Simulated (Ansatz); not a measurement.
Reaction (substitution at a C–Si bond): `C=C[SiH2][SiH2]O` + `[NH2][GaH2]` → `C=C[NH][GaH2]` + `O[SiH2][SiH3]`

Computed with Ansatz on PBE0-D4/def2-TZVP structures; ΔE is electronic, products minus reactants. CCSD(T)/CBS is the MP2 limit (def2-TZVPP, def2-QZVPP) plus CCSD(T) − MP2 in def2-TZVPP, frozen cores. DFT in def2-TZVPP. For Ga outer-core shells are correlated without core-valence functions, which leaves a few kJ/mol of doubt a bond. Scalar relativity is left out up to krypton. Each species was taken in one conformer, which may not be the lowest.

`C=C[SiH2][SiH2]O`:

Z-matrix (Å, degrees):
```
Si
C 1 1.861
Si 1 2.342 2 110.4
H 1 1.490 2 110.8 3 120.6
H 1 1.491 2 109.1 3 -119.8
C 2 1.330 1 123.6 3 115.1
H 2 1.089 1 118.1 3 -63.0
O 3 1.657 1 106.1 2 55.9
H 3 1.494 1 111.6 2 177.0
H 3 1.494 1 110.8 2 -64.5
H 6 1.087 2 121.8 1 1.6
H 6 1.087 2 122.1 1 -178.4
H 8 0.958 3 117.6 1 -178.8
```

`[NH2][GaH2]`:

Cartesian coordinates in Å:
```
N -0.637 0.087 -0.704
Ga 0.575 -0.078 0.635
H -1.220 0.895 -0.839
H -0.807 -0.619 -1.400
H 0.699 1.124 1.623
H 1.390 -1.409 0.684
```

`C=C[NH][GaH2]`:

Cartesian coordinates in Å:
```
C -1.226 -0.279 1.553
C -0.721 0.019 0.354
N 0.596 -0.100 -0.037
Ga 1.300 0.307 -1.681
H -0.606 -0.659 2.358
H -2.280 -0.145 1.750
H -1.379 0.398 -0.425
H 1.199 -0.453 0.692
H 2.832 0.069 -1.833
H 0.284 0.842 -2.732
```

`O[SiH2][SiH3]`:

Cartesian coordinates in Å:
```
O -0.150 -1.992 0.547
Si -0.825 -0.607 -0.054
Si 0.658 1.212 0.010
H 0.645 -2.319 0.124
H -1.282 -0.794 -1.463
H -2.013 -0.344 0.795
H 0.016 2.413 -0.592
H 1.887 0.898 -0.772
H 1.064 1.533 1.405
```

```
           species  ωB97M-V energy (Eh)
`C=C[SiH2][SiH2]O`           -735.21444
     `[NH2][GaH2]`          -1981.90438
   `C=C[NH][GaH2]`          -2059.29138
   `O[SiH2][SiH3]`           -657.81565
```

(1) Work out ΔE.

Largest T1 diagnostic among the species: 0.014.

Answers

(1) ΔE = (-2059.29138) + (-657.81565) − (-735.21444) − (-1981.90438) = 0.01179 Eh = +0.32 eV. CCSD(T)/CBS gives +0.36 eV.

From PBE to PBE0 (25 % exact exchange), in def2-TZVPP and without D4, ΔE moves by +0.04 eV.
